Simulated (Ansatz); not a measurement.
Zr2(Cl)8 (Zr₂Cl₈). Total charge 0; singlet. Geometry r2SCAN-D4/def2-SVP.

```csv
atom,x (Å),y (Å),z (Å)
Zr1,-0.752,-0.138,-1.549
Cl2,-2.864,0.564,-2.196
Cl3,0.706,1.182,-2.815
Cl4,-0.518,-2.206,-2.590
Cl5,-1.306,-1.216,0.721
Zr6,0.719,0.147,1.757
Cl7,1.934,-0.826,-0.035
Cl8,0.317,-1.064,3.718
Cl9,2.221,1.718,2.603
Cl10,-0.457,1.839,0.385
```

In the def2 sets Zr takes a core potential; there is no spin–orbit coupling. B3LYP takes the VWN-RPA correlation.

Question: Estimate the orbital energies around the gap (eV) in Ansatz with PBE-D4/def2-SVP, BLYP-D4/def2-TZVP, r2SCAN-D4/def2-TZVP, B3LYP-D4/def2-TZVP, PBE0-D4/def2-SVP.

Answer: 
```json
{"orbital": "HOMO−5", "PBE-D4/def2-SVP": "-8.56", "BLYP-D4/def2-TZVP": "-8.35", "r2SCAN-D4/def2-TZVP": "-8.95", "B3LYP-D4/def2-TZVP": "-9.64", "PBE0-D4/def2-SVP": "-10.03"}
{"orbital": "HOMO−4", "PBE-D4/def2-SVP": "-8.37", "BLYP-D4/def2-TZVP": "-8.19", "r2SCAN-D4/def2-TZVP": "-8.79", "B3LYP-D4/def2-TZVP": "-9.51", "PBE0-D4/def2-SVP": "-9.88"}
{"orbital": "HOMO−3", "PBE-D4/def2-SVP": "-8.25", "BLYP-D4/def2-TZVP": "-8.09", "r2SCAN-D4/def2-TZVP": "-8.67", "B3LYP-D4/def2-TZVP": "-9.36", "PBE0-D4/def2-SVP": "-9.68"}
{"orbital": "HOMO−2", "PBE-D4/def2-SVP": "-8.20", "BLYP-D4/def2-TZVP": "-8.03", "r2SCAN-D4/def2-TZVP": "-8.61", "B3LYP-D4/def2-TZVP": "-9.31", "PBE0-D4/def2-SVP": "-9.66"}
{"orbital": "HOMO−1", "PBE-D4/def2-SVP": "-8.13", "BLYP-D4/def2-TZVP": "-7.97", "r2SCAN-D4/def2-TZVP": "-8.55", "B3LYP-D4/def2-TZVP": "-9.23", "PBE0-D4/def2-SVP": "-9.56"}
{"orbital": "HOMO", "PBE-D4/def2-SVP": "-7.97", "BLYP-D4/def2-TZVP": "-7.81", "r2SCAN-D4/def2-TZVP": "-8.39", "B3LYP-D4/def2-TZVP": "-9.08", "PBE0-D4/def2-SVP": "-9.40"}
{"orbital": "LUMO", "PBE-D4/def2-SVP": "-4.34", "BLYP-D4/def2-TZVP": "-4.19", "r2SCAN-D4/def2-TZVP": "-4.32", "B3LYP-D4/def2-TZVP": "-3.86", "PBE0-D4/def2-SVP": "-3.77"}
{"orbital": "LUMO+1", "PBE-D4/def2-SVP": "-4.20", "BLYP-D4/def2-TZVP": "-4.07", "r2SCAN-D4/def2-TZVP": "-4.19", "B3LYP-D4/def2-TZVP": "-3.71", "PBE0-D4/def2-SVP": "-3.59"}
{"orbital": "LUMO+2", "PBE-D4/def2-SVP": "-3.71", "BLYP-D4/def2-TZVP": "-3.61", "r2SCAN-D4/def2-TZVP": "-3.71", "B3LYP-D4/def2-TZVP": "-3.25", "PBE0-D4/def2-SVP": "-3.10"}
{"orbital": "LUMO+3", "PBE-D4/def2-SVP": "-3.59", "BLYP-D4/def2-TZVP": "-3.48", "r2SCAN-D4/def2-TZVP": "-3.58", "B3LYP-D4/def2-TZVP": "-3.08", "PBE0-D4/def2-SVP": "-2.93"}
{"orbital": "LUMO+4", "PBE-D4/def2-SVP": "-3.51", "BLYP-D4/def2-TZVP": "-3.44", "r2SCAN-D4/def2-TZVP": "-3.54", "B3LYP-D4/def2-TZVP": "-3.05", "PBE0-D4/def2-SVP": "-2.85"}
{"orbital": "LUMO+5", "PBE-D4/def2-SVP": "-3.46", "BLYP-D4/def2-TZVP": "-3.38", "r2SCAN-D4/def2-TZVP": "-3.47", "B3LYP-D4/def2-TZVP": "-2.98", "PBE0-D4/def2-SVP": "-2.82"}
```
